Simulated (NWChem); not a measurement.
# InH$_{2}$F; SMILES [F][InH2]

Program: NWChem. Structure relaxed at the PBE0/def2-SVP level. Not confirmed as a minimum by frequencies. def2 effective core potentials on In; no spin-orbit coupling. Ions are spin-unrestricted doublets at the neutral geometry; other ion states weren't tried.

Question: Estimate the computed values for PBE/def2-SVP. Quantities: vertical ionisation energy, ΔSCF (eV); −ε(HOMO) (eV).

Answer: 
```
Item                                   Value
-------------------------------------  -----
vertical ionisation energy, ΔSCF (eV)  10.56
−ε(HOMO) (eV)                           6.97
```
